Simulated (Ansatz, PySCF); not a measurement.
Bond stretch in IF, singlet.

UHF/def2-SVP, def2 effective core potentials past Kr (PySCF); RHF/def2-SVP, def2 effective core potentials past Kr (PySCF); UKS-B3LYP = unrestricted B3LYP/def2-SVP, def2 effective core potentials past Kr (PySCF); RKS-B3LYP = restricted B3LYP/def2-SVP, def2 effective core potentials past Kr (PySCF); UKS-BLYP = unrestricted BLYP/def2-SVP, def2 effective core potentials past Kr (PySCF); RKS-BLYP = restricted BLYP/def2-SVP, def2 effective core potentials past Kr run with PySCF 2.14.0; UKS-wB97X-V = unrestricted wB97X-V/def2-SVP, def2 effective core potentials past Kr (PySCF); RKS-wB97X-V = restricted wB97X-V/def2-SVP, def2 effective core potentials past Kr (PySCF); UKS-PBE = unrestricted PBE/def2-SVP, def2 effective core potentials past Kr in Ansatz (a first-principles code); RKS-PBE = restricted PBE/def2-SVP, def2 effective core potentials past Kr (Ansatz).

Scanned distances (Å): 1.44, 1.53, 1.61, 1.70, 1.78, 1.83, 1.90, 1.98, 2.00, 2.07, 2.23, 2.34, 2.54, 2.89, 3.16, 3.43, 3.79, 4.17, 4.69, 5.09, 5.72, 6.59, 7.61.

Problem. Where does the unrestricted solution first break spin symmetry (<S²> of 0.01 or more)?

Solution. UHF: between 2.07 and 2.23 Å; UKS-B3LYP: between 2.34 and 2.54 Å; UKS-BLYP: between 2.34 and 2.54 Å; UKS-wB97X-V: between 2.34 and 2.54 Å; UKS-PBE: between 2.34 and 2.54 Å.

```csv
R / Å,<S²> UHF,E(RHF) − E(UHF) / kJ/mol,<S²> UKS-B3LYP,E(RKS-B3LYP) − E(UKS-B3LYP) / kJ/mol,<S²> UKS-BLYP,E(RKS-BLYP) − E(UKS-BLYP) / kJ/mol,<S²> UKS-wB97X-V,E(RKS-wB97X-V) − E(UKS-wB97X-V) / kJ/mol,<S²> UKS-PBE,E(RKS-PBE) − E(UKS-PBE) / kJ/mol
1.44,0.00,0.0,0.00,0.0,0.00,0.0,0.00,0.0,0.00,0.0
1.53,0.00,0.0,0.00,0.0,0.00,0.0,0.00,0.0,0.00,0.0
1.61,0.00,0.0,0.00,0.0,0.00,0.0,0.00,0.0,0.00,0.0
1.70,0.00,0.0,0.00,0.0,0.00,0.0,0.00,0.0,0.00,0.0
1.78,0.00,0.0,0.00,0.0,0.00,0.0,0.00,0.0,0.00,0.0
1.83,0.00,0.0,0.00,0.0,0.00,0.0,0.00,0.0,0.00,0.0
1.90,0.00,0.0,0.00,0.0,0.00,0.0,0.00,0.0,0.00,0.0
1.98,0.00,0.0,0.00,0.0,0.00,0.0,0.00,0.0,0.00,0.0
2.00,0.00,0.0,0.00,0.0,0.00,0.0,0.00,0.0,0.00,0.0
2.07,0.00,0.0,0.00,0.0,0.00,0.0,0.00,0.0,0.00,0.0
2.23,0.54,33.7,0.00,0.0,0.00,0.0,0.00,0.0,0.00,0.0
2.34,0.72,78.6,0.00,0.0,0.00,0.0,0.00,0.0,0.00,0.0
2.54,0.87,169.5,0.37,4.6,0.40,4.2,0.42,14.9,0.44,5.3
2.89,0.97,314.7,0.82,47.4,0.79,—,0.83,84.0,0.81,25.8
3.16,1.00,405.5,0.95,85.9,0.90,—,0.96,143.3,0.91,41.3
3.43,1.01,478.6,1.00,118.9,0.96,—,1.00,196.5,0.97,58.8
3.79,1.01,549.7,1.00,151.3,1.00,—,1.00,252.0,1.00,79.1
4.17,1.01,601.3,1.00,173.8,1.00,—,1.00,293.9,1.00,92.8
4.69,1.01,646.7,1.00,192.7,1.00,—,1.00,332.2,1.00,103.1
5.09,1.01,669.3,1.00,201.4,1.00,—,1.00,351.9,1.00,107.3
5.72,1.01,692.9,1.00,209.3,1.00,—,1.00,373.2,1.00,110.7
6.59,1.01,713.9,1.00,214.9,1.00,—,1.00,392.6,1.00,111.9
7.61,1.01,730.9,1.00,218.9,1.00,—,1.00,408.6,1.00,112.5
```

A dash means that the run gave no value there, or that the column was ended at a point which the program doubted or which failed a test of continuity chosen for this set; such a test can also cut sound points.
